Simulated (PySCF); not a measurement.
Species: C₂H₁₃Ge₃N.
Atom-mapped SMILES: `[CH3:1][N:2]([CH3:3])[GeH:4]([GeH3:5])[GeH3:6]` (hydrogens: H7, H8, H9 on C1; H10, H11, H12 on C3; H13 on Ge4; H14, H15, H16 on Ge5; H17, H18, H19 on Ge6)

Cartesian coordinates in Å at the PBE0-D3(BJ)/def2-SVP level; atoms count from 1:
```xyz
19
C2H13Ge3N angstrom
C     -2.331   -1.102   -0.513
N     -1.453   -0.040   -0.093
C     -1.539    0.258    1.313
Ge     0.204    0.070   -0.908
Ge     1.716   -1.722   -0.219
Ge     1.184    2.226   -0.368
H     -3.378   -0.854   -0.258
H     -2.107   -2.085   -0.045
H     -2.284   -1.234   -1.605
H     -0.915    1.130    1.569
H     -1.226   -0.579    1.975
H     -2.579    0.513    1.586
H     -0.075   -0.045   -2.423
H      2.024   -1.593    1.287
H      1.102   -3.115   -0.463
H      3.051   -1.640   -0.988
H      2.315    2.535   -1.367
H      0.130    3.347   -0.438
H      1.787    2.205    1.050
```

Theory: TDDFT wB97X-D/def2-SVPD, vertical, gas phase, core orbitals frozen in the response (PySCF). The wB97X-D/def2-SVPD calculation is non-relativistic and has no spin–orbit coupling, an omission that weighs most on germanium.

Frontier orbitals with the atoms that hold most of them (Löwdin shares over 4%, at most four atoms; ? is withheld):

```json
{"orbital": "HOMO-3", "ε (eV)": "-11.15", "atoms": "N2 20%, Ge5 14%, Ge4 13%, H16 8%"}
{"orbital": "HOMO-2", "ε (eV)": "-10.43", "atoms": "Ge4 28%, Ge5 16%, H13 15%, Ge6 10%"}
{"orbital": "HOMO-1", "ε (eV)": "-9.62", "atoms": "?"}
{"orbital": "HOMO", "ε (eV)": "?", "atoms": "?"}
{"orbital": "LUMO", "ε (eV)": "1.34", "atoms": "Ge6 25%, Ge5 22%, Ge4 15%, H18 11%"}
{"orbital": "LUMO+1", "ε (eV)": "1.62", "atoms": "Ge5 23%, Ge4 16%, Ge6 10%, H16 9%"}
{"orbital": "LUMO+2", "ε (eV)": "1.81", "atoms": "Ge6 30%, Ge4 16%, Ge5 15%, H14 6%"}
```

(1) Give the leading atoms of the HOMO.

(2) Which atoms hold the HOMO-1, and with what shares?

(3) What is the HOMO energy, and the HOMO–LUMO gap?

## Answers

(1) N2 (bonded to 2 C and Ge) 48%; Ge5 (bonded to Ge and 3 H) 9%; Ge4 (bonded to 2 Ge, N and H) 9%; C3 (bonded to N and 3 H) 7%. By element: nitrogen 48%, germanium 18% or more, carbon 7% or more.

(2) Ge4 (bonded to 2 Ge, N and H) 27%; Ge6 (bonded to Ge and 3 H) 25%; Ge5 (bonded to Ge and 3 H) 11%; N2 (bonded to 2 C and Ge) 10%. By element: germanium 62%, nitrogen 10%.

(3) ε(HOMO) = -7.87 eV; the gap is 9.21 eV (0.3384 hartree).

Question: The HOMO–LUMO gap is 9.21 eV. Where does the response calculation put the lowest singlet, and from which orbitals?

Answer: S1 is at 5.09 eV (f = 0.019), 4.11 eV below the gap, made of HOMO→LUMO+1 (58%), HOMO→LUMO (28%). Its leading pair isn't HOMO and LUMO; the energies of that pair differ by 9.49 eV. 

Next come S2 at 5.70 eV (f 0.131), HOMO→LUMO (60%), HOMO→LUMO+1 (19%); S3 at 5.86 eV (f 0.021), HOMO→LUMO+3 (78%), HOMO→LUMO+1 (11%); S4 at 6.02 eV (f 0.084), HOMO→LUMO+2 (72%); S5 at 6.35 eV (f 0.0016), HOMO→LUMO+4 (53%), HOMO→LUMO+5 (23%).

Löwdin shares depend on the basis, the more so with diffuse functions.

The run took 3.0 min wall on one thread, Arm Neoverse V2, no GPU (shared host).

One conformer stands for the species.
